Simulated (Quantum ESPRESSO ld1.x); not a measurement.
Problem. The zinc ion Zn+, configuration [Ar] 3d10 4s1. Method: scalar-relativistic Kohn-Sham, LDA (Slater exchange, Perdew-Wang correlation), spin-polarised, spherical densities, point nucleus; open shells are filled with parallel spins first; computed with ld1.x of Quantum ESPRESSO 7.5. Some entries of the table are withheld. Estimate them.

orbital  occ.  eigenvalue (eV)  <r> (bohr)  r(max) (bohr)
1s up       1         -9516.96     0.05038        0.03296
1s down     1         -9516.91     0.05038        0.03296
2s up       1         -1165.70      0.2266         0.1896
2s down     1         -1165.70      0.2266         0.1896
2p up       3         -1013.00      0.1985         0.1521
2p down     3         -1012.99      0.1985         0.1521
3s up       1         -138.336      0.6828         0.5887
3s down     1         -138.309      0.6825         0.5887
3p up       3         -92.9945      0.7149         0.5922
3p down     3         -92.9464      0.7140         0.5922
3d up       5         -20.1636      0.9034            (1)
3d down     5         -19.9628      0.8910            (2)
4s up       1         -14.7831       2.369          1.980
4s down     0         -13.7016       2.388          1.969

Solution. 
(1) 3d up r(max) (bohr): 0.5643
(2) 3d down r(max) (bohr): 0.5636
